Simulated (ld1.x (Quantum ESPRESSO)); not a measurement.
ytterbium (Yb), PAW: configuration errors across variants

ld1.x (Quantum ESPRESSO) 7.5 input, shortened:

```
&input
   title='Yb', zed=70., rel=1, dft='BLYP', iswitch=3,
   config='[Xe] 4f14 5d0 6s0.5 6p0'
 /
 &inputp
   pseudotype=3, lpaw=.true., tm=.true., lloc=-1, rcloc=2.35,
   nlcc=.true., new_core_ps=.true., rcore=0.90,
   which_augfun='BESSEL', rmatch_augfun=0.95
 /
8
5S  1  0   2.00   0.00  2.05  2.15  0.0
6S  2  0   0.50   0.00  2.05  2.15  0.0
5P  2  1   6.00   0.00  2.40  2.60  0.0
6P  3  1   0.00   0.00  2.40  2.60  0.0
5D  3  2   0.00   0.00  3.20  3.70  0.0
5D  3  2   0.00  -0.35  3.20  3.70  0.0
4F  4  3  14.00   0.00  0.90  1.25  0.0
4F  4  3   0.00   1.90  0.90  1.25  0.0
 &test
   configts(1)='4f14 5s2 5p6 5d0 6s0.5 6p0'
 /
```

All-electron excitation energies from the reference (eV): (1) 4f14 5s2 5p6 5d0 6s2 6p0 -11.926; (2) 4f14 5s2 5p6 5d0 6s1 6p0 -5.422; (3) 4f14 5s2 5p6 5d0 6s0 6p0 6.978.

The overlap operator is not positive definite (basis up to 400 Ry) in “base”, “all radii but the core radius scaled by about 0.85 (s 1.82, p 2.20, d 3.12, f 1.06 bohr, rcut 1.74/2.02/2.70/0.76); local potential all-electron potential smoothed inside 1.98 bohr (lloc = -1); augmentation BESSEL, radius 0.80 bohr”, “all radii but the core radius scaled by about 0.90 (s 1.92, p 2.34, d 3.32, f 1.12 bohr, rcut 1.84/2.16/2.88/0.80); local potential all-electron potential smoothed inside 2.10 bohr (lloc = -1); augmentation BESSEL, radius 0.86 bohr”, “all radii but the core radius scaled by about 1.16 (s 2.50, p 3.02, d 4.28, f 1.44 bohr, rcut 2.38/2.78/3.70/1.04); local potential all-electron potential smoothed inside 2.72 bohr (lloc = -1); augmentation BESSEL, radius 1.10 bohr”, “all radii but the core radius scaled by about 1.20 (s 2.58, p 3.12, d 4.46, f 1.50 bohr, rcut 2.46/2.88/3.84/1.08); local potential all-electron potential smoothed inside 2.82 bohr (lloc = -1); augmentation BESSEL, radius 1.14 bohr”, “all radii but the core radius scaled by about 1.29 (s 2.78, p 3.36, d 4.80, f 1.62 bohr, rcut 2.66/3.10/4.14/1.16); local potential all-electron potential smoothed inside 3.04 bohr (lloc = -1); augmentation BESSEL, radius 1.24 bohr”. Such files are unfit for use, however small their errors in these radial tests.

1 further variants failed, have other tests or too few solved ones, and are left out.

Errors AE − PS in meV (a dash: test not solved or not reliable):

| change | (1) | (2) | (3) | bound ghosts |
| --- | --- | --- | --- | --- |
| base | +12 | +3.5 | -1.9 | not determined (overlap not positive) |
| all radii but the core radius scaled by about 0.85 (s 1.82, p 2.20, d 3.12, f 1.06 bohr, rcut 1.74/2.02/2.70/0.76); local potential all-electron potential smoothed inside 1.98 bohr (lloc = -1); augmentation BESSEL, radius 0.80 bohr | +7.5 | +2.8 | -2.9 | not determined (overlap not positive) |
| all radii but the core radius scaled by about 0.90 (s 1.92, p 2.34, d 3.32, f 1.12 bohr, rcut 1.84/2.16/2.88/0.80); local potential all-electron potential smoothed inside 2.10 bohr (lloc = -1); augmentation BESSEL, radius 0.86 bohr | – | – | – | not determined (overlap not positive) |
| all radii but the core radius scaled by about 1.07 (s 2.30, p 2.78, d 3.94, f 1.34 bohr, rcut 2.18/2.56/3.42/0.96); local potential all-electron potential smoothed inside 2.50 bohr (lloc = -1); augmentation BESSEL, radius 1.02 bohr | – | – | – | none |
| all radii but the core radius scaled by about 1.16 (s 2.50, p 3.02, d 4.28, f 1.44 bohr, rcut 2.38/2.78/3.70/1.04); local potential all-electron potential smoothed inside 2.72 bohr (lloc = -1); augmentation BESSEL, radius 1.10 bohr | +61 | +10 | +3.7 | not determined (overlap not positive) |
| all radii but the core radius scaled by about 1.20 (s 2.58, p 3.12, d 4.46, f 1.50 bohr, rcut 2.46/2.88/3.84/1.08); local potential all-electron potential smoothed inside 2.82 bohr (lloc = -1); augmentation BESSEL, radius 1.14 bohr | +52 | +9.2 | +2.5 | not determined (overlap not positive) |
| all radii but the core radius scaled by about 1.29 (s 2.78, p 3.36, d 4.80, f 1.62 bohr, rcut 2.66/3.10/4.14/1.16); local potential all-electron potential smoothed inside 3.04 bohr (lloc = -1); augmentation BESSEL, radius 1.24 bohr | +40 | +7.6 | +0.4 | not determined (overlap not positive) |

Give the same row for: all radii but the core radius scaled by about 0.76 (s 1.64, p 1.98, d 2.82, f 0.96 bohr, rcut 1.56/1.82/2.44/0.68); local potential all-electron potential smoothed inside 1.80 bohr (lloc = -1); augmentation BESSEL, radius 0.72 bohr.

+13, +3.7, -1.3; bound ghosts: none.
